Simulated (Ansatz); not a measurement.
Cartesian coordinates (Å):
```xyz
5

Cl    -1.1661     1.9710     0.2949
Sn     0.0000     0.0000     0.0000
Cl    -1.4329    -1.6321    -0.7840
Cl     0.9004    -0.6708     2.0177
Cl     1.6986     0.3319    -1.5285
```
Charge 0, multiplicity 1.

Calculation: frozen-core CCSD(T)/def2-TZVPP // B3LYP-D3(BJ)/def2-TZVP in Ansatz (a quantum-chemistry and plane-wave program).

| Item | Result |
|---|---|
| HF energy | -2051.59532 Ha |
| MP2 correlation energy | -1.05509 Ha |

Task: Estimate the CCSD correlation energy, the (T) correction, the total energy and the T1 diagnostic.

Result: 
| Property | Result |
|---|---|
| CCSD correlation energy | -1.10452 Ha |
| (T) correction | -0.04598 Ha |
| CCSD(T) total energy | -2052.74583 Ha |
| T1 diagnostic | 0.011 |
